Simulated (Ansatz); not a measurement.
F2O (SMILES FOF), singlet, geometry from GFN2-xTB; Ansatz (an electronic-structure program) with MP2/aug-cc-pVTZ.

Ansatz was given this input:
Ansatz 0.2 input:
```yaml
crystal:
  periodic: [false, false, false]
  atoms:
    - {symbol: F, position_ang: [0.01888970, 1.09187156, -0.24723650]}
    - {symbol: O, position_ang: [-0.02243225, -0.00276003, 0.56897714]}
    - {symbol: F, position_ang: [0.00105008, -1.08941820, -0.25852096]}
basis:
  gaussian:
    orbitals: aug-cc-pVTZ
magnetization: {spin_polarized: false}
correlation: {method: mp2}
```

Problem. Predict the main parts of the log of this Ansatz run.

Solution. 
```
Functional definition: HF
885 factors; integrals over basis functions are off by at most 4.5e-4 eV
mean field evaluation 1: about -7442.0640 eV, gradient 3.5e1 eV
mean field evaluation 2: about -7442.0651 eV, gradient 3.5e1 eV
mean field evaluation 4: about -7444.1292 eV, gradient 4.0e0 eV
mean field evaluation 8: about -7444.1770 eV, gradient 4.8e-1 eV
mean field -7444.17843546 eV, -273.5685116577 hartree, gradient 3.4e-6 eV, S^2 0.000000; 0 other end points of the search recorded, 0 dependent functions left out
3 core orbitals not correlated
reference -7444.17843546 eV, -273.5685116577 hartree; 10, 10 occupied and 125, 125 virtual orbitals, 885 factors
second order -20.96491345 eV of doubles, -0.00000000 eV of singles
Total energy: -7465.14334890 eV, -274.3389580163 hartree
```
